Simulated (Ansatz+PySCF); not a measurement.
Values are calculated unless marked as measured or tabulated.
## Several solutions for singlet H₂ in separate pieces

```xyz
2

H     0.0000    0.0000    0.0000
H    30.0000    0.0000    0.0000
```

Basis set: cc-pVDZ (spherical functions). Charge 0, multiplicity 1.

ωB97X (restricted) was run from several starts with Ansatz (development build ahead of 0.2.0) and PySCF 2.14.0.

| run | program | start | converged | energy (hartree) | <S²> |
| --- | --- | --- | --- | --- | --- |
| A | Ansatz | stability test followed | yes | -0.78833 | 0.00 |
| B | PySCF | program defaults | no | – | – |
| C | Ansatz | search for the lowest state | yes | -0.78833 | 0.00 |
| D | Ansatz | atomic start, no search | yes | -0.50111 | 0.00 |
| E | PySCF | guess minao, instabilities followed | yes | -0.78833 | 0.00 |

Task: Which runs reached the lowest solution of this kind, and what is wrong with the others?

Result: A, C, E reached the lowest solution found. Converged but too high: D by 7.82 eV. Convergence only shows a stationary point, and even a stable one can lie too high; stability tests and further starts are what find lower ones. Not converged: B. Caution: an unrestricted determinant lies well below (5.79 eV lower).
